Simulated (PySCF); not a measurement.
F₂HIOSi, SMILES F[Si](F)(O)I. Coordinates come from a PBE-D3(BJ)/def2-SVP optimisation. The def2 effective core potentials stand for the cores of I; spin–orbit coupling is left out. One conformer was computed; it need not be the lowest.

Computed with PBE-D3(BJ)/def2-SVP (PySCF 2.14.0).

Harmonic wavenumbers (cm⁻¹): 108, 171, 187, 229, 312, 315, 430, 746, 846, 934, 968, 3743. Rotational constants (GHz): 3.897, 1.097, 1.089; symmetry number 1.

Task: Work out the zero-point energy and the ideal-gas rigid-rotor harmonic-oscillator thermochemistry at 298.15 K and 1 atm.

Result: ZPE = ½ Σ hcν = ½ × 8989 cm⁻¹ = 53.77 kJ/mol. H − E(el) = 73.57 kJ/mol. Entropy in J/(mol K): translation 175.43, rotation 119.77, vibration 58.87, total 354.07. G − E(el) = -32.00 kJ/mol. Cp = 93.37 J/(mol K). Modes under 150 cm⁻¹ make the vibrational entropy uncertain.
